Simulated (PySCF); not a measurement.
# Partial charges of `[SiH3]N([SiH3])C1CC1`

C3H11NSi2.
SMILES with atom numbers: `[SiH3:1][N:2]([SiH3:3])[CH:4]1[CH2:5][CH2:6]1` (hydrogens: H7, H8, H9 on Si1; H10, H11, H12 on Si3; H13 on C4; H14, H15 on C5; H16, H17 on C6)

Cartesian coordinates in Å at the GFN2-xTB level; atoms count from 1:
```xyz
17
C3H11NSi2 angstrom
Si    -0.827    1.993   -0.172
N     -0.565    0.328    0.259
Si    -1.757   -0.932    0.237
C      0.810   -0.002    0.482
C      1.374   -1.359    0.209
C      1.750   -0.205   -0.672
H     -0.271    2.277   -1.501
H     -0.130    2.816    0.822
H     -2.267    2.212   -0.149
H     -3.050   -0.276    0.396
H     -1.740   -1.683   -1.028
H     -1.469   -1.835    1.353
H      1.225    0.522    1.341
H      2.112   -1.747    0.895
H      0.727   -2.115   -0.207
H      1.323   -0.180   -1.663
H      2.749    0.199   -0.611
```

Density: PBE0/pcSseg-1 (PySCF); schemes: Mulliken, IAO, Hirshfeld and ESP-fitted. One conformer (not necessarily the lowest) at the GFN2-xTB geometry, without solvent, vibrations or thermal averaging.

Tabulate the Mulliken, IAO, Hirshfeld and ESP-fitted charges.

In e:

```
atom                      environment  Mulliken     IAO  Hirshfeld  ESP-fitted
 Si1                     SiH3 silicon    +0.649  +0.745     +0.345      +0.474
  N2  nitrogen bridging silicon atoms    -0.902  -0.767     -0.258      -0.456
 Si3                     SiH3 silicon    +0.607  +0.733     +0.340      +0.470
  C4     sp3 carbon bound to nitrogen    -0.020  -0.032     +0.005      +0.091
  C5       three-membered-ring carbon    -0.225  -0.297     -0.087      -0.309
  C6       three-membered-ring carbon    -0.188  -0.311     -0.096      -0.323
  H7                    Si–H hydrogen    -0.099  -0.146     -0.085      -0.116
  H8                    Si–H hydrogen    -0.109  -0.138     -0.082      -0.117
  H9                    Si–H hydrogen    -0.105  -0.123     -0.074      -0.087
 H10                    Si–H hydrogen    -0.092  -0.122     -0.076      -0.099
 H11                    Si–H hydrogen    -0.100  -0.155     -0.088      -0.101
 H12                    Si–H hydrogen    -0.092  -0.131     -0.080      -0.116
 H13                 methine hydrogen    +0.132  +0.137     +0.042      +0.104
 H14               methylene hydrogen    +0.132  +0.155     +0.052      +0.145
 H15               methylene hydrogen    +0.151  +0.150     +0.047      +0.147
 H16               methylene hydrogen    +0.133  +0.153     +0.047      +0.157
 H17               methylene hydrogen    +0.129  +0.149     +0.048      +0.138
```

Mean size of the charges over all atoms: IAO 0.261 e, Mulliken 0.227 e, ESP-fitted 0.203 e, Hirshfeld 0.109 e. Each set sums to the total charge, 0, to within 0.001 e. The IAO scheme projects the occupied orbitals on a minimal set of polarised atomic orbitals and counts the electrons in each atom's part of it.

Lowest charge. All schemes agree: Mulliken N2 (-0.902); IAO N2 (-0.767); Hirshfeld N2 (-0.258); ESP-fitted N2 (-0.456).

Highest charge. All schemes agree: Mulliken Si1 (+0.649); IAO Si1 (+0.745); Hirshfeld Si1 (+0.345); ESP-fitted Si1 (+0.474).

How many electrons does the IAO scheme count on C5?

Z − q = 6 − (-0.297) = 6.297.

Sum the charges by element, for elements with more than one atom.

| element | atoms | Mulliken | IAO | Hirshfeld | ESP-fitted |
| --- | --- | --- | --- | --- | --- |
| Si | 2 | +1.256 | +1.478 | +0.686 | +0.944 |
| C | 3 | -0.433 | -0.640 | -0.178 | -0.542 |
| H | 11 | +0.080 | -0.072 | -0.249 | +0.054 |

How closely do the schemes follow one another over all atoms?

Correlation coefficient and root-mean-square difference: Mulliken with IAO 0.98, 0.066 e; IAO with Hirshfeld 0.98, 0.208 e; IAO with ESP-fitted 0.97, 0.124 e; Hirshfeld with ESP-fitted 0.95, 0.116 e; Mulliken with Hirshfeld 0.95, 0.195 e; Mulliken with ESP-fitted 0.94, 0.130 e.
